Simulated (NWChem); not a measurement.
System: CsF; SMILES [F][Cs]

Output (shortened):

```
             Northwest Computational Chemistry Package (NWChem) 7.3.0
             --------------------------------------------------------

                             Geometry "geometry" -> ""
                             -------------------------

 Output coordinates in angstroms (scale by  1.889725989 to convert to a.u.)

  No.       Tag          Charge          X              Y              Z
 ---- ---------------- ---------- -------------- -------------- --------------
    1 Cs                  55.0000     0.00000000     0.00000000    -0.36105000
    2 F                    9.0000     0.00000000     0.00000000     2.01937600

 Effective nuclear repulsion energy (a.u.)     110.0402777716

                                 NWChem DFT Module
                                 -----------------

 Summary of "ao basis" -> "ao basis" (spherical)
 ------------------------------------------------------------------------------
       Tag                 Description            Shells   Functions and Types
 ---------------- ------------------------------  ------  ---------------------
 Cs                        def2-svpd                11       27   5s4p2d
 F                         def2-svpd                 9       23   4s3p2d

            General Information
            -------------------
          SCF calculation type: DFT
          Wavefunction type:  closed shell.
          No. of atoms     :     2
          No. of electrons :    18
           Alpha electrons :     9
            Beta electrons :     9
          Charge           :     0
          Spin multiplicity:     1
          Use of symmetry is: off; symmetry adaption is: off
          Maximum number of iterations: 150
          AO basis - number of functions:    50
                     number of shells:    20
          Convergence on energy requested:  1.00D-06
          Convergence on density requested:  1.00D-05
          Convergence on gradient requested:  5.00D-04

              XC Information
              --------------
          PerdewBurkeErnzerhof Exchange Functional  1.000
            Perdew 1991 LDA Correlation Functional  1.000 local
           PerdewBurkeErnz. Correlation Functional  1.000 non-local

             Grid Information
             ----------------
          Grid used for XC integration:  medium
          Radial quadrature: Mura-Knowles
          Angular quadrature: Lebedev.
          Tag              B.-S. Rad. Rad. Pts. Rad. Cut. Ang. Pts.
          ---              ---------- --------- --------- ---------
          Cs                  2.60      123          28.0       590
          F                   0.50       49          13.0       434
          Grid pruning is: on
          Number of quadrature shells:   172
          Spatial weights used:  Erf1

      Superposition of Atomic Density Guess
      -------------------------------------

 Sum of atomic energies:        -121.90490737

      Non-variational initial energy
      ------------------------------

 Total energy =    -118.868299
 1-e energy   =    -207.440206
 2-e energy   =      70.565315
 HOMO         =      -0.550134
 LUMO         =      -0.048617

   convergence    iter        energy       DeltaE   RMS-Dens  Diis-err
 ---------------- ----- ----------------- --------- --------- ---------
 d= 0,ls=0.0,diis     1   -119.7670709933 -1.38D+02  8.52D-02  9.76D-01
 d= 0,ls=0.5,diis     2   -107.8329529213  1.19D+01  2.20D-02  1.77D+01
 d= 0,ls=0.5,diis     3   -110.4305074825 -2.60D+00  3.47D-02  3.73D+01
 d= 0,ls=0.5,diis     4   -116.7974419454 -6.37D+00  1.90D-02  2.97D+01
 d= 0,ls=0.5,diis     5   -118.8460718121 -2.05D+00  1.45D-02  9.03D+00
 d= 0,ls=0.5,diis     6   -119.5983271989 -7.52D-01  1.09D-02  1.59D+00
 d= 0,ls=0.5,diis     7   -119.8127134580 -2.14D-01  6.73D-03  1.36D-01
  Resetting Diis
 d= 0,ls=0.5,diis     8   -119.8592590104 -4.65D-02  3.85D-03  3.40D-02
 d= 0,ls=0.5,diis     9   -119.8736818197 -1.44D-02  3.28D-03  1.98D-02
 d= 0,ls=0.5,diis    10   -119.8820717641 -8.39D-03  2.13D-03  1.85D-02
 d= 0,ls=0.5,diis    11   -119.8872218451 -5.15D-03  1.66D-03  5.20D-03
 d= 0,ls=0.5,diis    12   -119.8895209622 -2.30D-03  1.08D-03  3.77D-03
 d= 0,ls=0.5,diis    13   -119.8907685654 -1.25D-03  8.14D-04  3.34D-03
 d= 0,ls=0.5,diis    14   -119.8915873023 -8.19D-04  6.31D-04  2.37D-03
 d= 0,ls=0.5,diis    15   -119.8921015285 -5.14D-04  5.18D-04  1.72D-03
 d= 0,ls=0.5,diis    16   -119.8924631326 -3.62D-04  4.15D-04  9.97D-04
 d= 0,ls=0.5,diis    17   -119.8926889414 -2.26D-04  3.30D-04  5.53D-04
 d= 0,ls=0.5,diis    18   -119.8928256690 -1.37D-04  2.66D-04  3.16D-04
 d= 0,ls=0.5,diis    19   -119.8929102794 -8.46D-05  2.11D-04  1.76D-04
 d= 0,ls=0.5,diis    20   -119.8929617255 -5.14D-05  1.67D-04  9.93D-05
 d= 0,ls=0.5,diis    21   -119.8929926829 -3.10D-05  1.32D-04  5.84D-05
 d= 0,ls=0.5,diis    22   -119.8930117042 -1.90D-05  1.06D-04  3.47D-05
 d= 0,ls=0.5,diis    23   -119.8930235943 -1.19D-05  8.43D-05  2.01D-05
 d= 0,ls=0.5,diis    24   -119.8930308633 -7.27D-06  6.73D-05  1.26D-05
 d= 0,ls=0.5,diis    25   -119.8930354204 -4.56D-06  5.38D-05  7.84D-06
 d= 0,ls=0.5,diis    26   -119.8930382959 -2.88D-06  4.30D-05  4.78D-06
 d= 0,ls=0.5,diis    27   -119.8930400958 -1.80D-06  3.43D-05  3.02D-06
 d= 0,ls=0.5,diis    28   -119.8930412305 -1.13D-06  2.75D-05  1.94D-06
 d= 0,ls=0.5,diis    29   -119.8930419510 -7.20D-07  2.20D-05  1.23D-06
 d= 0,ls=0.5,diis    30   -119.8930424082 -4.57D-07  1.76D-05  7.93D-07
 d= 0,ls=0.5,diis    31   -119.8930426998 -2.92D-07  1.41D-05  5.06D-07
 d= 0,ls=0.5,diis    32   -119.8930428853 -1.86D-07  1.13D-05  3.25D-07
 d= 0,ls=0.5,diis    33   -119.8930430036 -1.18D-07  9.04D-06  2.10D-07

         Total DFT energy =     -119.893043079238
      One electron energy =     -210.477502231107
           Coulomb energy =       86.201470076906
    Exchange-Corr. energy =      -13.623601833124
 Nuclear repulsion energy =       18.006590908088

 Numeric. integr. density =       18.000002305870

                       DFT Final Molecular Orbital Analysis
                       ------------------------------------

 Vector    7  Occ=2.000000D+00  E=-1.791045D-01
              MO Center= -9.1D-09,  6.2D-09,  2.0D+00, r^2= 7.6D-01
   Bfn.  Coefficient  Atom+Function         Bfn.  Coefficient  Atom+Function
  ----- ------------  ---------------      ----- ------------  ---------------
    33      0.484959  2 F  py                32      0.408487  2 F  px
    36     -0.317806  2 F  py                35     -0.267692  2 F  px
    39     -0.133966  2 F  py                38     -0.112841  2 F  px
     7      0.059866  1 Cs py                19     -0.055682  1 Cs d -1
     6      0.050426  1 Cs px                21      0.046902  1 Cs d  1

 Vector    8  Occ=2.000000D+00  E=-1.791045D-01
              MO Center=  6.7D-10,  7.9D-10,  2.0D+00, r^2= 7.6D-01
   Bfn.  Coefficient  Atom+Function         Bfn.  Coefficient  Atom+Function
  ----- ------------  ---------------      ----- ------------  ---------------
    32      0.484959  2 F  px                33     -0.408487  2 F  py
    35     -0.317806  2 F  px                36      0.267692  2 F  py
    38     -0.133966  2 F  px                39      0.112841  2 F  py
     6      0.059866  1 Cs px                21      0.055682  1 Cs d  1
     7     -0.050426  1 Cs py                19      0.046902  1 Cs d -1

 Vector    9  Occ=2.000000D+00  E=-1.720852D-01
              MO Center= -4.0D-09,  3.9D-09,  1.8D+00, r^2= 1.4D+00
   Bfn.  Coefficient  Atom+Function         Bfn.  Coefficient  Atom+Function
  ----- ------------  ---------------      ----- ------------  ---------------
    34      0.630778  2 F  pz                37     -0.419968  2 F  pz
     8     -0.224971  1 Cs pz                 2     -0.171301  1 Cs s
    40     -0.169205  2 F  pz                20      0.135189  1 Cs d  0
    11     -0.110248  1 Cs pz                 1      0.074708  1 Cs s
     3     -0.059829  1 Cs s                  4      0.053986  1 Cs s

 Vector   10  Occ=0.000000D+00  E=-4.806859D-02
              MO Center=  1.8D-07, -1.7D-07, -1.4D+00, r^2= 1.0D+01
   Bfn.  Coefficient  Atom+Function         Bfn.  Coefficient  Atom+Function
  ----- ------------  ---------------      ----- ------------  ---------------
     4      0.886644  1 Cs s                  2     -0.385906  1 Cs s
    14     -0.262117  1 Cs pz                 5      0.217213  1 Cs s
     3     -0.186322  1 Cs s                  8      0.168491  1 Cs pz
     1      0.156527  1 Cs s                 20     -0.093764  1 Cs d  0
    11     -0.073913  1 Cs pz                31     -0.074060  2 F  s

 Vector   11  Occ=0.000000D+00  E=-2.107913D-03
              MO Center=  9.4D-08, -7.2D-08, -1.2D+00, r^2= 3.8D+01
   Bfn.  Coefficient  Atom+Function         Bfn.  Coefficient  Atom+Function
  ----- ------------  ---------------      ----- ------------  ---------------
    13      0.476133  1 Cs py                12      0.407332  1 Cs px
    16      0.339937  1 Cs py                15      0.290816  1 Cs px
    24     -0.217894  1 Cs d -1              26      0.186409  1 Cs d  1
     7     -0.148717  1 Cs py                 6     -0.127228  1 Cs px
    19     -0.089881  1 Cs d -1              21      0.076893  1 Cs d  1

[...]

 DFT Linear Response polarizability / au
 Frequency  =       0.0000000 / au
              X              Y              Z
 -----------------------------------------------
 X      25.2250088      0.0000002     -0.0000001
 Y       0.0000002     25.2250089      0.0000000
 Z      -0.0000001      0.0000000     48.5589693
 -----------------------------------------------
 Eigenvalues =      25.2250086     25.2250091     48.5589693
 Isotropic   =      33.0029957
 Anisotropic =      23.3339604
 -----------------------------------------------

 Magnetic Dipole Response Matrix (nonzero elements):

 Exiting AOResponse driver routine
```

Level: PBE/def2-SVPD with def2 effective core potentials on Cs. Coordinates come from a PBE0-D3(BJ)/def2-TZVP optimisation. def2 effective core potentials on Cs; no spin-orbit coupling.

Problem. Write an input that gives this output.

Solution. One answer among several that fit: the input that was run:
```
start job
memory heap 200 mb stack 900 mb global 1100 mb
geometry units angstroms noautosym nocenter noautoz
  Cs     0.000000     0.000000    -0.361050
  F      0.000000     0.000000     2.019376
end
basis spherical
  Cs library def2-svpd
  F library def2-svpd
end
ecp
  Cs library def2-ecp
end
dft
  xc xpbe96 cpbe96
  iterations 150
end
property
  response 1 0.0
end
task dft property
```
